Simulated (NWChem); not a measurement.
# P₂H cation; SMILES P#[PH+]

```xyz
3

P      0.0000     0.0000     1.0404
P      0.0000     0.0000    -0.8584
H      0.0000     0.0000    -2.2951
```
Atoms are numbered in this order, from 1.

All runs use the structure optimised with PBE-D3(BJ)/def2-SVP. B3LYP is NWChem's, with the RPA form of VWN correlation.

Task: List the 6 lowest vertical singlet excitations from B3LYP/6-31+G* (spherical d), full TDDFT (NWChem).

Result: 
```
state  energy (eV)  oscillator strength  leading excitation (squared amplitude)
-----  -----------  -------------------  --------------------------------------
S1            3.55                0.000                  HOMO−1 → LUMO+1 (0.50)
S2            3.92                0.000                  HOMO−1 → LUMO+1 (0.49)
S3            3.92                0.000                    HOMO−1 → LUMO (0.49)
S4            4.86                0.020                    HOMO → LUMO+2 (1.00)
S5            4.86                0.020                  HOMO−1 → LUMO+2 (1.00)
S6            6.04                0.072                    HOMO−1 → LUMO (0.34)
```
